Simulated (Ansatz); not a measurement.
`O[SiH2]CC[SiH3]` + `CNC` → `CN(C)[SiH2]O` + `CC[SiH3]`  (ligand exchange at the Si–C bond)

Isolated molecules relaxed with PBE0-D4/def2-TZVP in Ansatz; ΔE leaves out vibrations. CBS: MP2 limit from def2 TZ/QZ plus the TZ coupled-cluster correction, frozen cores. DFT in def2-TZVPP. HSE06 is defined as in plane-wave codes. One conformer a species, not always the lowest.

```json
{"level": "PBE-D4", "ΔE (kJ/mol)": "-66.3"}
{"level": "HSE06-D4", "ΔE (kJ/mol)": "-68.2"}
{"level": "CCSD(T)/def2-TZVPP", "ΔE (kJ/mol)": "-74.0"}
{"level": "MP2/CBS(def2)", "ΔE (kJ/mol)": "-76.6"}
```

Problem. What does CCSD(T)/CBS give? (Best estimate.)

Solution. Computed: -73.3 kJ/mol. The listed levels differ from it by 7.0, 5.1, -0.7, -3.3 kJ/mol.

Largest T1 diagnostic among the species: 0.011.

From BLYP to BHLYP (50 % exact exchange), in def2-TZVPP and without D4, ΔE moves by −3.4 kJ/mol. In def2-TZVPP, CCSD(T) changes the Hartree–Fock value by +7.0 kJ/mol (the triples alone add +0.8 kJ/mol) and MP2 by +3.7 kJ/mol.
